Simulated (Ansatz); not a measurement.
`N[Si](O)([SiH3])Cl` and `N[Si](O)([AlH2])[SiH3]` differ in one atom or group.

Ansatz, PBE0-D4/def2-TZVP geometries, multiplicity 1. Each molecule was computed in one conformer, which needn't be the lowest.

```json
{"property": "size of the dipole moment (PBE/def2-TZVPP) / D", "`N[Si](O)([SiH3])Cl`": "1.28"}
{"property": "HOMO–LUMO gap (PBE0/def2-TZVPP) / eV", "`N[Si](O)([SiH3])Cl`": "7.96"}
{"property": "HOMO–LUMO gap (ωB97M-V/def2-TZVPP) / eV", "`N[Si](O)([SiH3])Cl`": "11.84"}
{"property": "LUMO energy (ωB97M-V/def2-TZVPP) / eV", "`N[Si](O)([SiH3])Cl`": "1.81"}
{"property": "LUMO energy (PBE/def2-TZVPP) / eV", "`N[Si](O)([SiH3])Cl`": "-0.78"}
{"property": "HOMO–LUMO gap (B3LYP/def2-TZVPP) / eV", "`N[Si](O)([SiH3])Cl`": "7.56"}
```

Problem. What does the change do to each property? (An estimate is asked.)

Solution. The calculation gave: 
```json
{"property": "size of the dipole moment (PBE/def2-TZVPP) / D", "`N[Si](O)([AlH2])[SiH3]`": "2.48", "shift": "1.20"}
{"property": "HOMO–LUMO gap (PBE0/def2-TZVPP) / eV", "`N[Si](O)([AlH2])[SiH3]`": "4.83", "shift": "-3.13"}
{"property": "HOMO–LUMO gap (ωB97M-V/def2-TZVPP) / eV", "`N[Si](O)([AlH2])[SiH3]`": "8.39", "shift": "-3.45"}
{"property": "LUMO energy (ωB97M-V/def2-TZVPP) / eV", "`N[Si](O)([AlH2])[SiH3]`": "-0.34", "shift": "-2.15"}
{"property": "LUMO energy (PBE/def2-TZVPP) / eV", "`N[Si](O)([AlH2])[SiH3]`": "-2.70", "shift": "-1.92"}
{"property": "HOMO–LUMO gap (B3LYP/def2-TZVPP) / eV", "`N[Si](O)([AlH2])[SiH3]`": "4.47", "shift": "-3.09"}
```

With PBE0 the HOMO rises by 1.10 eV and the LUMO falls by 2.02 eV, so the gap narrows by about 3.12 eV. PBE moves the HOMO by 0.81 eV and ωB97M-V by 1.30 eV. Dipoles are sizes alone; their direction can turn.

Positive LUMOs are unbound, so they and the gaps depend on the basis.

B3LYP here is the variant with VWN-RPA as its local correlation; programs differ in this.
